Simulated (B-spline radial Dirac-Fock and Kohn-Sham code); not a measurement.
These are calculated numbers from a radial finite-basis atomic code; the model is Dirac-Hartree-Slater photoionisation with all multipoles and Dirac-Fock thresholds. Kinetic energies are from the vacuum level. Open shells are spread statistically over j, without multiplet splitting. Without correlation, outer binding energies are uncertain by a few eV, most for open f shells.

Question: A free atom or ion in its tabulated ground configuration is ionised with 600 eV photons and gives these photoelectron lines. Identify it and assign the lines.

```
kinetic energy (eV)  relative cross section
               9.87                    31.2
              98.87                    50.7
              102.5                   100.0
              434.5                     6.4
              453.2                     1.0
              453.8                     2.0
```

Answer: Ca⁷⁺, [Ne] 3s2 3p1. Binding energies are hν less the kinetic energy: 2s 590.1 eV, 2p1/2 501.1 eV, 2p3/2 497.5 eV, 3s 165.5 eV, 3p1/2 146.8 eV, 3p3/2 146.2 eV.

Question: A free atom or ion in its tabulated ground configuration is ionised with 600 eV photons and gives these photoelectron lines. Identify it and assign the lines.

```
kinetic energy (eV)  relative cross section
              157.3                    16.0
              243.5                    20.9
              257.4                    44.3
              409.1                    67.9
              411.5                   100.0
              535.0                     3.3
              560.9                     3.3
              562.7                     6.7
              593.4                    0.73
              593.5                     1.1
              594.4                    0.34
```

Answer: Zr, [Kr] 4d2 5s2. Binding energies are hν less the kinetic energy: 3s 442.7 eV, 3p1/2 356.5 eV, 3p3/2 342.6 eV, 3d3/2 190.9 eV, 3d5/2 188.5 eV, 4s 65.05 eV, 4p1/2 39.10 eV, 4p3/2 37.33 eV, 4d3/2 6.64 eV, 4d5/2 6.54 eV, 5s 5.60 eV.
